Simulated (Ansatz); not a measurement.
Stepwise reaction of `[F][Al]([O][SiH3])[O][SiH3]` with methanol, as a gas-phase model of exchange steps in deposition or etching. ΔE in kJ/mol.

Gas-phase electronic energies from Ansatz, PBE0-D4/def2-TZVP geometries. CCSD(T)/CBS is the MP2 limit (def2-TZVPP, def2-QZVPP) plus CCSD(T) − MP2 in def2-TZVPP, frozen cores. This one scheme is used for every species. Functionals use def2-TZVPP. B3LYP here is the variant with VWN-RPA as its local correlation; programs differ in this. Each species was taken in one conformer, which may not be the lowest.

| step | reaction | PBE-D4 | B3LYP-D4 | ωB97M-V | CCSD(T)/CBS |
| --- | --- | --- | --- | --- | --- |
| 1 | `[F][Al]([O][SiH3])[O][SiH3]` + CH₃OH → `C[O][Al]([F])[O][SiH3]` + `O[SiH3]` | 22.3 | 26.8 | 26.0 | 28.2 |
| 2 | `C[O][Al]([F])[O][SiH3]` + CH₃OH → `C[O][Al]([F])[O]C` + `O[SiH3]` | 27.5 | 30.8 | 31.0 | 32.9 |

By hand: ΔE of the 2 steps together at CCSD(T)/CBS.

(28.2) + (32.9) = 61.1 kJ/mol, or 30.5 kJ/mol a step.

In ΔE the steps differ by no more than 4.7 kJ/mol. All are uphill at CCSD(T)/CBS. PBE-D4 differs from CCSD(T)/CBS by -5.9 to -5.4 kJ/mol a step. Only this route is followed, and other bonds may react first. Isolated molecules leave out the surface, adducts and barriers. Largest T1 diagnostic: 0.012.
